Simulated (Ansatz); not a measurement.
Ga6N7H20, a cluster cut from zinc blende GaN (hydrogen-capped), relaxed as a doublet with UKS r2SCAN-D4/def2-SVP in Ansatz, starting from the r2SCAN-D4/def2-SVP geometry of the charge +1 singlet. Force threshold 0.03 eV/Å.

Start:

```xyz
33

N    -2.568    0.267   -1.316
N     2.891    1.445    0.930
N     0.350   -0.625   -1.892
N    -0.113    1.724    0.019
N    -2.051   -0.080    1.706
N     0.893   -0.987    1.102
N    -1.569   -2.424   -0.242
Ga    1.752    2.462   -0.373
Ga   -0.720    1.033   -1.673
Ga   -2.869   -0.998    0.168
Ga    2.874   -0.561    0.836
Ga    0.407   -2.001   -0.461
Ga   -0.127    0.586    1.585
H    -2.915   -0.148   -2.189
H    -3.192    1.073   -1.192
H     2.767    1.783    1.890
H     3.856    1.711    0.701
H     0.159   -1.060   -2.801
H     1.324   -0.299   -1.982
H    -0.639    2.576    0.245
H    -2.636    0.721    1.970
H    -2.113   -0.687    2.532
H     0.914   -1.610    1.917
H    -1.880   -2.934   -1.077
H    -1.627   -3.142    0.489
H     2.103    1.843   -1.780
H     1.741    3.979   -0.023
H    -0.815    1.944   -2.924
H    -4.336   -1.467    0.359
H     3.120   -0.892   -0.685
H     3.652   -1.172    2.038
H     1.140   -3.319   -0.822
H     0.225    1.260    2.945
```

Task: Estimate the energy that the relaxation releases and the steps that it takes.

Result: 0.92 eV, in 17 steps; 97 s on 2 threads of AMD EPYC 7R13 on a shared host and a share (18 GiB) of an NVIDIA H100 80GB HBM3. No frequencies were taken in this run, so the end may be a saddle point.

Task: Does the start keep its bonding and symmetry?

Result: By distances, no bond broke or formed. The bond that changes most is N5–Ga10, from 1.97 to 2.18 Å (atoms count from 1). Point group Cs at the start, Cs at the end, both within 0.05 Å.

Task: Predict the relaxed structure.

Result: 
```xyz
33

N    -2.6739    0.6879   -1.2949
N     2.8807    1.4686    0.9998
N     0.1428   -0.6866   -1.8518
N    -0.0491    1.7552   -0.0218
N    -2.0299   -0.2228    1.3285
N     0.9707   -0.9923    1.0756
N    -1.4163   -2.7001    0.0583
Ga    1.7935    2.4466   -0.3789
Ga   -0.7888    1.0793   -1.6830
Ga   -2.9056   -1.2350   -0.3917
Ga    2.8991   -0.5323    0.8108
Ga    0.3810   -2.0724   -0.4242
Ga   -0.2056    0.5138    1.4776
H    -3.2174    0.6558   -2.1616
H    -3.0898    1.4494   -0.7445
H     2.6190    1.7506    1.9493
H     3.8492    1.7869    0.8967
H    -0.2613   -1.1619   -2.6661
H     1.1008   -0.4481   -2.1447
H    -0.5712    2.5967    0.2461
H    -2.7036    0.5203    1.5407
H    -2.1838   -0.8802    2.1001
H     0.9798   -1.5818    1.9150
H    -1.6647   -3.5274   -0.4908
H    -1.4340   -3.0116    1.0373
H     2.2629    1.8546   -1.7609
H     1.8183    3.9832   -0.0506
H    -0.5862    1.9199   -2.9865
H    -4.2955   -1.4411    0.3837
H     3.2458   -0.7938   -0.7033
H     3.7231   -1.1483    1.9987
H     1.3195   -3.2143   -0.9358
H     0.0904    1.1810    2.8730
```
Bond lengths (bridged metal pairs left out): 16 × Ga–N 1.94 to 2.18 Å; 12 × H–N 1.02 to 1.03 Å; 8 × Ga–H 1.56 to 1.60 Å.
